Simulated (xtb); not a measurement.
F4Ti, singlet, geometry from GFN2-xTB (such geometries of metal compounds can be far from the true shape), atoms displaced at random by about 0.02 Å a coordinate; xtb 6.7.1 with GFN1-xTB.

xtb was given this input:
```
$ xtb mol.xyz --gfn 1 --opt extreme --json

# file mol.xyz
5

Ti    -0.00951288     0.01293520    -0.02679725
F      1.08545306     0.75818839    -1.03261629
F      0.78820340    -1.07254041     1.05647847
F     -1.10062278    -0.90078837    -0.91294732
F     -0.88739709     1.15536380     0.93693019
```

What the program printed (banner, timings and long lists left out):

```
   ID    Z sym.   atoms
    1   22 Ti     1
    2    9 F      2-5

           -------------------------------------------------
          |                Calculation Setup                |
           -------------------------------------------------

           -------------------------------------------------
          |                 G F N 1 - x T B                 |
           -------------------------------------------------

          ...................................................
          :                      SETUP                      :
          :.................................................:
          :  # basis functions                  26          :
          :  # atomic orbitals                  25          :
          :  # shells                           11          :
          :  # electrons                        32          :
          :  # halogen bonds                     0          :
          :  max. iterations                   250          :
          :  Hamiltonian                  GFN1-xTB          :
          :  restarted?                      false          :
          :  GBSA solvation                  false          :
          :  PC potential                    false          :
          :  electronic temp.          300.0000000     K    :
          :  accuracy                    1.0000000          :
          :  -> integral cutoff          0.2500000E+02      :
          :  -> integral neglect         0.1000000E-07      :
          :  -> SCF convergence          0.1000000E-05 Eh   :
          :  -> wf. convergence          0.2000000E-04 e    :
          :  Broyden damping             0.4000000          :
          :  net charge                          0          :
          :  unpaired electrons                  0          :
          ...................................................

 iter      E             dE          RMSdq      gap      omega  full diag
   1    -19.9996233 -0.199996E+02  0.306E+01    1.23       0.0  T
   2    -18.4012423  0.159838E+01  0.207E+01   10.69       1.0  T
   3    -19.6379650 -0.123672E+01  0.150E+01   11.01       1.0  T
   4    -20.4194004 -0.781435E+00  0.917E+00    2.93       1.0  T
   5    -49.5661972 -0.291468E+02  0.644E+01    0.66       1.0  T
   6    -51.4728971 -0.190670E+01  0.655E+01    0.99       1.0  T
   7    -43.9170965  0.755580E+01  0.539E+01    0.50       1.0  T
   8    -47.4707258 -0.355363E+01  0.561E+01    0.57       1.0  T
[...]
         :: total energy             -22.004161335132 Eh    ::
 * total energy  :   -22.0041613 Eh     change       -0.8171241E-13 Eh
 * total energy  :   -22.0055695 Eh     change       -0.1408149E-02 Eh
 * total energy  :   -22.0067719 Eh     change       -0.1202375E-02 Eh
 * total energy  :   -22.0068322 Eh     change       -0.6029262E-04 Eh
 * total energy  :   -22.0068415 Eh     change       -0.9306826E-05 Eh
 * total energy  :   -22.0068454 Eh     change       -0.3987082E-05 Eh
 * total energy  :   -22.0068456 Eh     change       -0.1116105E-06 Eh
 * total energy  :   -22.0068456 Eh     change       -0.3546022E-07 Eh
   *** GEOMETRY OPTIMIZATION CONVERGED AFTER 8 ITERATIONS ***
         :: total energy             -22.006845592702 Eh    ::
[...]
        16        2.0000           -0.5772582             -15.7080 (HOMO)
        17                         -0.3990531             -10.8588 (LUMO)
        18                         -0.3990314             -10.8582
        19                         -0.3621458              -9.8545
        20                         -0.3621364              -9.8542
        21                         -0.3620818              -9.8527
        22                         -0.0602714              -1.6401
        23                         -0.0601152              -1.6358
        24                         -0.0600888              -1.6351
        25                         -0.0296958              -0.8081
      -------------------------------------------------------------
                  HL-Gap            0.1782051 Eh            4.8492 eV
             Fermi-level           -0.4881557 Eh          -13.2834 eV

  Mulliken/CM5 charges         n(s)   n(p)   n(d)
     1Ti    1.10558  1.79990   0.858  1.058  0.978
     2F    -0.27640 -0.44998   1.705  5.571  0.000
     3F    -0.27639 -0.44999   1.705  5.571  0.000
     4F    -0.27640 -0.44996   1.705  5.571  0.000
     5F    -0.27638 -0.44998   1.705  5.571  0.000

Wiberg/Mayer (AO) data.
largest (>0.10) Wiberg bond orders for each atom

 ---------------------------------------------------------------------------
     #   Z sym  total        # sym  WBO       # sym  WBO       # sym  WBO
 ---------------------------------------------------------------------------
     1  22 Ti   4.481 --     5 F    1.120     3 F    1.120     2 F    1.120
                             4 F    1.120
     2   9 F    1.262 --     1 Ti   1.120
     3   9 F    1.262 --     1 Ti   1.120
     4   9 F    1.262 --     1 Ti   1.120
     5   9 F    1.262 --     1 Ti   1.120
 ---------------------------------------------------------------------------

Topologies differ in total number of bonds
Writing topology from bond orders to xtbtopo.mol

 dipole moment from electron density (au)
     X       Y       Z
   0.0002  -0.0002  -0.0002  total (Debye):    0.001

optimized geometry written to: xtbopt.xyz

           -------------------------------------------------
          | TOTAL ENERGY              -22.006845592702 Eh   |
          | GRADIENT NORM               0.000045744387 Eh/α |
          | HOMO-LUMO GAP               4.849206618218 eV   |
           -------------------------------------------------

normal termination of xtb
```
